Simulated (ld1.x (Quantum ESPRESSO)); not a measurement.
## aluminium (Al): variants of one TM potential

Base potential:

- Element: Al
- Generator: ld1.x (Quantum ESPRESSO) 7.5
- Type: norm-conserving Troullier–Martins (Kleinman–Bylander form)
- Functional: LDA (PZ)
- Relativity: non-relativistic
- Frozen core: [Ne]
- Valence charge: 3
- Reference configuration: 3s2 3p1
- Partial waves: 3s (bound): rc 1.95 bohr; 3p (bound): rc 2.95 bohr
- Local potential: all-electron potential smoothed inside 1.65 bohr (lloc = -2)
- Core correction: none

All-electron outer shells of the reference configuration (LDA (PZ), non-relativistic, ld1.x):

| shell | level (eV) | outermost node (bohr) | outermost maximum (bohr) |
| --- | --- | --- | --- |
| 3s | -7.81 | 0.80 | 2.06 |
| 3p | -2.80 | 0.82 | 2.64 |

Cutoffs, loose and tight: the cutoffs (Ry, on a coarse ladder) from which the occupation-weighted sum of valence levels, in a spherical-Bessel basis at the reference potential, stays within 10 and 1 mRy of its value at 400 Ry. They do not see the model core or the augmentation charge, which bear on the density cutoff. Test errors are all-electron minus pseudo excitation energies from the reference, over the configurations 3s2 3p0; 3s1 3p0; 3s2 3p0.5; 3s1 3p1; 3s1 3p2; 3s0 3p3; 3s2 3p1.3 (two spin-polarised tests are not counted in the largest error). A dash means not determined; rows that change the core or the reference have their own tests. The largest error is taken over the tests solved by every variant that gives reliable tests at all: 3s1 3p0; 3s1 3p1; 3s1 3p2; 3s2 3p0; 3s2 3p0.5.

Cutoffs are not given where the Bessel-basis levels miss the radial ones by over 6 mRy, ghosts where they miss by over 20 mRy; a channel whose overlap is not positive is not tested.

A file whose overlap is not positive is unfit for use, and its test errors describe a broken file.

| change | outcome | cutoff, loose | cutoff, tight | bound ghosts | largest test error (meV) |
| --- | --- | --- | --- | --- | --- |
| base | generated | 10 Ry | 30 Ry | none | +90 |
| wave 3p (bound): rc 2.95 bohr becomes 3p (bound): rc 2.52 bohr | generated | 10 Ry | 30 Ry | none | +92 |
| local potential the s channel | generated | 10 Ry | 30 Ry | none | +86 |
| core correction a·sin(br)/r model core inside 0.88 bohr | generated | 10 Ry | 30 Ry | none | +15 |
| type PAW; waves now 3s (bound): rcut 1.70, rcutus 1.95 bohr; 3s channel at 2.05 Ry: rcut 1.70, rcutus 1.95 bohr; 3p (bound): rcut 2.55, rcutus 2.95 bohr; 3p channel at 2.1 Ry: rcut 2.55, rcutus 2.95 bohr; local potential all-electron potential smoothed inside 2.10 bohr (lloc = -1); core correction a·sin(br)/r model core, default radius (ld1.x builds one for every PAW set, though the input has nlcc=.false.); augmentation PSQ, inside the norm-conserving radii | generated, overlap not positive | – | – | not determined (overlap not positive) | -25 |
| wave 3s (bound): rc 1.95 bohr becomes 3s (bound): rc 1.80 bohr | generated | 10 Ry | 30 Ry | none | +90 |
| local potential all-electron potential smoothed inside 1.70 bohr (lloc = -2) | generated | 10 Ry | 30 Ry | none | +90 |
| scalar-relativistic | generated | 10 Ry | 30 Ry | none | +90 |

Q: What comes out with this change to the base: all radii scaled by about 1.28 (s 2.50, p 3.78 bohr); local potential all-electron potential smoothed inside 2.10 bohr (lloc = -2)?

A: outcome: generated; cutoff, loose: 8 Ry; cutoff, tight: 21 Ry; bound ghosts: none; largest test error (meV): +85.

Q: What comes out with this change to the base: functional PBEsol?

A: outcome: generated; cutoff, loose: 10 Ry; cutoff, tight: 30 Ry; bound ghosts: none; largest test error (meV): +19.
